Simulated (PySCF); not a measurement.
A geometry optimisation on `[Cl][SnH3]` (SnClH3).

Method: PBE0-D3(BJ)/def2-SVP geometry optimisation, gas phase, def2 core potentials past Kr (PySCF 2.14.0). Start geometry: GFN2-xTB. The input is one job of a driver script: a line of settings, then coordinates in Å.

Input:
```
{"job": {"xc": "PBE0", "basis": "def2-SVP", "d3": "d3bj", "grid": 1, "maxiter": 30, "shake": 0.03, "kind": "geom"}, "charge": 0, "multiplicity": 1}
Sn     0.061220    -0.075800    -0.130020
Cl    -0.005460    -0.032860     2.131550
H      1.526050     0.003990    -0.701040
H     -0.703330     1.387240    -0.657650
H     -0.803630    -1.393040    -0.704960
```

Q: Estimate the output.

A: 
```
step   0  E = -676.00826005  max force = 0.047727
step   1  E = -676.01766500  max force = 0.011437
step   2  E = -676.01856548  max force = 0.003668
step   3  E = -676.01868020  max force = 0.000715
step   4  E = -676.01868436  max force = 0.000219
optimisation converged
```

Energies in Eh; «max force» is the largest Cartesian gradient component in Eh/bohr.

Q: Give the first gradient maximum in eV/Å.

A: With 1 Eh/bohr = 51.422 eV/Å, 2.454 eV/Å.

Q: How much energy does the optimisation release, in kcal/mol?

A: E(step 0) − E(last step) = 0.010424 Eh, which is 6.5 kcal/mol.

Main results: final energy -676.01868 Eh after 4 steps; dipole 2.57 D.

Q: Give the final coordinates.

A: 0.087 Å rms from the input after alignment:
```
atom  x, y, z in Å
Sn1    0.0147   -0.0202   -0.1970
Cl2    0.0138   -0.0514    2.1616
H3     1.6531   -0.0396   -0.6768
H4    -0.7778    1.4204   -0.6590
H5    -0.8289   -1.4196   -0.6909
```

Q: Estimate the wall time. Hardware: one thread of an Arm Neoverse V1, on a shared host. And the peak memory of the process?

A: About 7.2 s, with 0.25 GiB resident at the peak, the Python interpreter and its libraries included.
Labels such as C1 count atoms from 1, the log's own numbers from 0.
